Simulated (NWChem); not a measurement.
# GeH₂O₂, singlet; SMILES [OH][Ge][OH]

```xyz
5

Ge     0.0000     0.0000     0.3497
O      1.3035     0.0000    -0.8664
H      2.1766     0.0000    -0.4574
O     -1.3035     0.0000    -0.8664
H     -2.1766     0.0000    -0.4574
```
Atoms are numbered in this order, from 1.

Computed with NWChem. Low-valent species are run as closed-shell singlets; no triplet was tried in these runs. Structure relaxed at the PBE0/def2-SVP level. GIAO values for the isolated, static molecule; σ is the absolute isotropic shielding, δ = σ(reference) − σ with the isolated reference molecule computed at the same levels (1H: tetramethylsilane, 17O: water).

For level BHandHLYP/pcSseg-1:

- σ Ge1 (ppm): 1078.3
- δ O2 (ppm): 241.9
- δ H3 (ppm): 5.48

What are these values for level PBE0/pcSseg-1?

σ Ge1 (ppm): 1017.8
δ O2 (ppm): 255.5
δ H3 (ppm): 5.93
